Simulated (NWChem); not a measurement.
Si₃H₆O; SMILES O1[SiH2][SiH2][SiH2]1

```xyz
10

O     -0.1774     1.4033     0.0000
Si    -0.1174     0.4187     1.3805
Si    -0.0003    -1.4974     0.0000
Si    -0.1174     0.4187    -1.3805
H     -1.3444     0.5893     2.2148
H      1.0797     0.7374     2.2149
H      1.2759    -2.2750     0.0000
H     -1.1726    -2.4245     0.0000
H     -1.3444     0.5893    -2.2148
H      1.0797     0.7374    -2.2149
```
Atoms are numbered in this order, from 1.

Results from NWChem. STO-3G and 3-21G are far too small for this property and stand as cheap habits. Geometry: optimised at PBE0/def2-SVP. GIAO values for the isolated, static molecule; σ is the absolute isotropic shielding, δ = σ(reference) − σ with the isolated reference molecule computed at the same levels (1H: tetramethylsilane, 17O: water, 29Si: tetramethylsilane).

Question: Predict the results for Hartree-Fock/STO-3G. Quantities: δ O1 (ppm); δ Si2 (ppm); δ Si3 (ppm); δ H5 (ppm); δ H7 (ppm).

Answer: The δ O1 (ppm) is -139.3 and the δ Si2 (ppm) is 24.0. The δ Si3 (ppm) is -7.1. The δ H5 (ppm) is 2.31 and the δ H7 (ppm) comes out as 1.71.
